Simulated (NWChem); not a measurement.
Species: GeSe, singlet; SMILES [Ge]=[Se]

Program: NWChem. Medium grid unless said otherwise, to which SCAN and Minnesota functionals are sensitive. Low-valent species are run as closed-shell singlets; no triplet was tried in these runs. Coordinates come from a PBE0-D3(BJ)/def2-TZVP optimisation.

For level M05-2X/def2-SVP:

- highest occupied level (eV) = -8.75
- orbital gap (eV) = 7.15

What are these values for level MPW1K/def2-SVP?


| Property | Result |
|---|---|
| highest occupied level (eV) | -8.30 |
| orbital gap (eV) | 6.37 |
